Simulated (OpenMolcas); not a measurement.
# neutral carbon: thermal populations, Slater's ratio, worked from levels

| Item | Value |
| --- | --- |
| Program | OpenMolcas |
| Basis | ANO-RCC-VQZP [5s4p3d2f1g] |
| Scalar Hamiltonian | DKH2, point nucleus |
| Active space | 2 electrons in 3 orbitals (2p) |
| State averaging | 2S+1 = 3 even, 3 roots; 2S+1 = 1 even, 6 roots |
| Spin-orbit coupling | RASSI with atomic mean-field integrals over the reference wave functions, term energies averaged over their components |

Methods: CASSCF; SS-CASPT2, IPEA 0.25 Eh, imaginary shift 0.1 Eh (closed shells correlated: 1s 2s). Measured levels: NIST Handbook of Basic Atomic Spectroscopic Data.

**Thermal populations.** Z = Σ (2J + 1) exp(-E/kT) with k = 0.695035 cm-1/K, over the levels below. No other level of either list lies under 33700 cm-1, which is above 7 kT at each temperature.

```csv
Level,2J + 1,SS-CASPT2,measured
2s2 2p2 3P0,1,0.0,0.0
2s2 2p2 3P1,3,15.7,16.4
2s2 2p2 3P2,5,46.9,43.4
2s2 2p2 1D2,5,9970,10193
2s2 2p2 1S0,1,22720,21648
```

```csv
T (K),"Z, SS-CASPT2","Z, measured levels","Ground level (%), SS-CASPT2","Ground level (%), measured levels"
2000,8.804,8.814,11.4,11.3
3000,8.908,8.911,11.2,11.2
5000,9.205,9.192,10.9,10.9
```

At 5000 K, kT = 3475 cm-1, and the computed levels give Z = 1.000 + 2.986 + 4.933 + 0.284 + 0.001 = 9.205.

**Slater's ratio.** With one set of orbitals, p2 has 1D - 3P = 6 F2 and 1S - 1D = 9 F2 (F2 = F²/25), a ratio of 3/2. Term energies are centres of gravity, weighted by 2J + 1.

```
   Source  1D - 3P  1S - 3P  F2 from the first  Ratio
   CASSCF    12594    30937               2099  1.456
SS-CASPT2     9937    22684               1656  1.283
 measured    10163    21618               1694  1.127
```

Energies in cm-1. A ratio away from 3/2 shows effects beyond one configuration with one set of orbitals, and in heavier atoms second-order spin-orbit shifts.

CASPT2 does not keep the components of a term degenerate, so their means are used; among the terms shown or strongly mixed into the levels shown the widest spread is 77 cm-1 (2s2 2p2 1D, SS-CASPT2). With the s shell closed, the reference lacks s² → p² mixing. Without dynamic correlation excited terms often stand tens of per cent too high (terms of higher spin than the ground term too low), and those without a measured partner can miss by more than the paired ones (holds for CASSCF). Measured partners are found by configuration, term and J. A level has none where our copy of the source lacks it or the pairing is in doubt (some pairs that miss far off the trend of their configuration count as doubtful), and it then counts in no deviation. Only configurations of the active space appear.
